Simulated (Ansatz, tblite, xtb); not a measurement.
Potential energy curve for SeH, doublet.

GFN1-xTB (xtb); UKS-PBE = unrestricted PBE/def2-TZVP in Ansatz (a first-principles code); GFN2-xTB, 300 K electronic temperature (tblite).

Energies are in eV, each relative to the lowest point of its own curve near equilibrium.

```json
[
 {"R / Å": "1.19", "GFN1-xTB": "1.226", "UKS-PBE": "1.468", "GFN2-xTB": "0.981"},
 {"R / Å": "1.26", "GFN1-xTB": "[?]", "UKS-PBE": "0.747", "GFN2-xTB": "0.421"},
 {"R / Å": "1.33", "GFN1-xTB": "0.181", "UKS-PBE": "0.310", "GFN2-xTB": "[?]"},
 {"R / Å": "1.38", "GFN1-xTB": "0.052", "UKS-PBE": "0.129", "GFN2-xTB": "0.035"},
 {"R / Å": "1.42", "GFN1-xTB": "[?]", "UKS-PBE": "0.044", "GFN2-xTB": "0.001"},
 {"R / Å": "1.47", "GFN1-xTB": "0.000", "UKS-PBE": "0.000", "GFN2-xTB": "0.000"},
 {"R / Å": "1.50", "GFN1-xTB": "0.020", "UKS-PBE": "0.000", "GFN2-xTB": "0.016"},
 {"R / Å": "1.54", "GFN1-xTB": "[?]", "UKS-PBE": "[?]", "GFN2-xTB": "0.054"},
 {"R / Å": "1.61", "GFN1-xTB": "0.205", "UKS-PBE": "0.129", "GFN2-xTB": "0.151"},
 {"R / Å": "1.70", "GFN1-xTB": "0.452", "UKS-PBE": "0.335", "GFN2-xTB": "0.316"},
 {"R / Å": "1.82", "GFN1-xTB": "0.872", "UKS-PBE": "0.688", "GFN2-xTB": "[?]"}
]
```

### Question
Some entries are withheld; supply them.

### Answer

- 1.26, GFN1-xTB: 0.543
- 1.33, GFN2-xTB: 0.133
- 1.42, GFN1-xTB: 0.005
- 1.54, GFN1-xTB: 0.069
- 1.54, UKS-PBE: 0.026
- 1.82, GFN2-xTB: 0.579

The scan ran from 1.19 to 5.89 Å; beyond the distances shown one of the unrestricted levels run for this scan, shown here or not, changes its spin distribution in one step.
